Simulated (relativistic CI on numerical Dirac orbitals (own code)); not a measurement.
Ligand-field terms of d3

Computed with a parametric ligand-field model of a d^n configuration (Racah B and C, spin-orbit zeta, crystal field), exact diagonalisation.

Field parameters in Wybourne normalisation: Oh B⁴₀ = 21Dq, B⁴₄ = √(5/14) B⁴₀; Td as Oh with Dq negative (B⁴₀ = 21Dq, B⁴₄ = √(5/14) B⁴₀). The field is a parameter set, without covalency.

(1) Ground term and bands for B = 570, C = 2380, ζ = 0 cm⁻¹, Td, 10Dq = -11900 cm⁻¹?

(2) A d3 ion in Oh symmetry has the ground term 4A2 and bands at 2E 14343 cm⁻¹ (697 nm), 2T1 14826 cm⁻¹ (674 nm), 2T2 22390 cm⁻¹ (447 nm), 4T2 25350 cm⁻¹ (394 nm), 4T1 32304 cm⁻¹ (310 nm), 4T1 53346 cm⁻¹ (187 nm). Which parameters reproduce them?

(3) Ground term and bands for B = 400, C = 1470, ζ = 0 cm⁻¹, Oh, 10Dq = 8650 cm⁻¹?

(4) Ground term and bands for B = 930, C = 4330, ζ = 0 cm⁻¹, Oh, 10Dq = 24100 cm⁻¹?

(5) Ground term and bands for B = 390, C = 1910, ζ = 0 cm⁻¹, Td, 10Dq = -9500 cm⁻¹?

Results:

(1) Ground term 2E with 2.95 electrons in the two orbitals of the cubic e set. Spin-allowed: 2T1 10421 cm⁻¹ (960 nm), 2T2 10862 cm⁻¹ (921 nm), 2T1 13986 cm⁻¹ (715 nm), 2T2 20332 cm⁻¹ (492 nm). Lowest spin-forbidden: 4T1 464 cm⁻¹, 4T2 11316 cm⁻¹ (884 nm), 4T1 18817 cm⁻¹ (531 nm).

(2) B = 640, C = 3130, ζ = 0 cm⁻¹, Oh, 10Dq = 25350 cm⁻¹.

(3) Ground term 4A2 with 0.00 electrons in the two orbitals of the cubic e set. Spin-allowed: 4T2 8650 cm⁻¹ (1156 nm), 4T1 12491 cm⁻¹ (801 nm), 4T1 19459 cm⁻¹ (514 nm). Lowest spin-forbidden: 2E 7300 cm⁻¹ (1370 nm), 2T1 7682 cm⁻¹ (1302 nm), 2T2 10976 cm⁻¹ (911 nm). With an A2 ground term the first spin-allowed band lies at |10Dq| itself.

(4) Ground term 4A2 with 0.00 electrons in the two orbitals of the cubic e set. Spin-allowed: 4T2 24100 cm⁻¹ (415 nm), 4T1 33482 cm⁻¹ (299 nm), 4T1 52768 cm⁻¹ (190 nm). Lowest spin-forbidden: 2E 19888 cm⁻¹ (503 nm), 2T1 20696 cm⁻¹ (483 nm), 2T2 29999 cm⁻¹ (333 nm). With an A2 ground term the first spin-allowed band lies at |10Dq| itself.

(5) Ground term 2E with 2.95 electrons in the two orbitals of the cubic e set. Spin-allowed: 2T1 8283 cm⁻¹ (1207 nm), 2T2 8679 cm⁻¹ (1152 nm), 2T1 10798 cm⁻¹ (926 nm), 2T2 15919 cm⁻¹ (628 nm). Lowest spin-forbidden: 4T1 659 cm⁻¹, 4T2 9397 cm⁻¹ (1064 nm), 4T1 14485 cm⁻¹ (690 nm).
